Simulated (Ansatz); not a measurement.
A made-up structure of H₂SeSO, closed shell:

```tsv
atom	x (Å)	y (Å)	z (Å)
O1	-1.1853	-1.0014	0.1248
S2	-0.5715	0.3335	0.8785
Se3	1.5634	0.3122	0.5114
H4	-1.1088	1.0712	1.8868
H5	1.5709	1.1233	-0.7240
```

It is relaxed with PBE-D4/def2-SVP and then PBE0-D4/def2-TZVP (Ansatz 0.2.0). Atoms count as bonded within 1.22 times the sum of their covalent radii (H–H: 0.88 Å). The end point is not checked to be a true minimum.

Q: Does its bonding change? (A judgement: the text doesn't fix the answer.)

A: Computed: No: no bond forms or breaks.

Where it ends: The first stage lowers the energy by 2.33 eV in 9 steps. It ends as H₂SeSO ([O][SH][SeH]):
```xyz
5
angstrom
O -1.2552 -0.8819 0.2845
S -0.7791 0.4830 0.5253
Se 1.4823 0.6280 0.7072
H -0.7954 0.6950 1.8884
H 1.6161 0.9147 -0.7278
```

Labels in which every atom is bracketed show which atoms are joined, not bond orders.

For scale, one of the runs: PBE0-D4/def2-TZVP relaxation, 128 basis functions, launched by `ansatz run in.yaml --threads 2 --pin off --events-out ev --progress --plain --max-ram 4352MiB`. Hardware: 2 CPU threads of an AMD EPYC 7B13, shared host. Wall time about 20 s.
